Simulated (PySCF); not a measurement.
## Adding and removing an electron: TlP

UHF-MP2; PySCF, scalar-relativistic core potentials, basis sets Tl def2-SVP with ECP60, P def2-SVP. Neutral (UHF): triplet (π ↑↑), Re = 2.735 Å, ωe = 239 cm⁻¹, De = 1.16 eV.

TlP⁺ (UHF): quartet (σ ↑, π ↑↑), Re = 3.358 Å, ωe = 78.8 cm⁻¹. The energies at the minima are -512.26663 hartree for TlP and -512.04022 for TlP⁺.

(1) Work out the adiabatic ionisation energy, without and with harmonic zero-point energies (1 hartree = 27.2114 eV, 1 eV = 8065.5 cm⁻¹), and the change of the bond length.

Correlated steps freeze 9 core orbitals. Correlated levels converge slowly with the basis: in double zeta they bind strong bonds too weakly, by up to about 1 eV, and carry superposition errors of some tenths. Spin–orbit coupling is left out, which matters for elements this heavy, above all for dissociation energies. States were picked by a PBE0 search and need not be the measured ground states.

Answers

(1) At UHF-MP2: 0.22641 hartree = 6.161 eV between the minima; the zero-point term (78.8 − 239.0)/2 cm⁻¹ = -0.010 eV makes it 6.151 eV. Re changes by +62.3 pm against the neutral. The electron leaves a σ orbital, and the ion is left as a loose complex of an ion and an atom.
